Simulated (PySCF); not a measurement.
# Ionisation energy of Nd⁵³⁺ by level of theory

Nd⁵³⁺ [He] 2s2 2p3 (4S) → Nd⁵⁴⁺ [He] 2s2 2p2 (3P), as a difference of total energies. Calculation: PySCF 2.14, in an even-tempered Gaussian basis (17 s from 30 bohr⁻², ratio 2.2; 10 p from 39 bohr⁻², ratio 2.2; 5 d from 150 bohr⁻², ratio 2.4; 5 f from 220 bohr⁻², ratio 2.4; 4 g from 330 bohr⁻², ratio 2.4); the non-relativistic Hamiltonian (point nucleus). Correlated levels: nothing frozen; virtual orbitals above 40 to 60 times the deepest correlated orbital energy dropped. The calculations carry no spin-orbit coupling.

```csv
method,ionisation energy (eV)
UHF,10514.7
LDA,10508.4
PBE,10509.8
PBE0,10511.3
r2SCAN,10515.0
r2SCANh,10515.0
revPBE,10509.5
MP2 (all electrons),10513.4
SCS-MP2 (all electrons),10512.6
```

Spin-orbit coupling is strong in these open shells (close to jj coupling). The scalar numbers leave it out and a first-order estimate fails, so it can dominate the gap to the real levels.

The gap to the reference is mostly relativistic.

For comparison: 10555 ± 5 eV (theoretical estimate listed by NIST; NIST Atomic Spectra Database, ionization energies).
